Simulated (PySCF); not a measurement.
TiCl4, SMILES [Cl][Ti]([Cl])([Cl])[Cl], multiplicity 1. Geometry: PBE0-D3(BJ)/def2-SVP. The spin state was assumed, not searched. The isomer is the one that the SMILES or the coordinates give; other isomers of the formula were not compared.

Question: Give the equilibrium geometry at PBE0-D3(BJ)/def2-SVP (PySCF confirms it by a frequency run) as a Z-matrix, and its point group. (The exact figures need the calculation; the answer reports its results.)

Answer: point group C3v.
```
Ti
Cl 1 2.1535
Cl 1 2.1535 2 109.47
Cl 1 2.1535 2 109.47 3 -120.00
Cl 1 2.1535 2 109.47 3 120.00
```
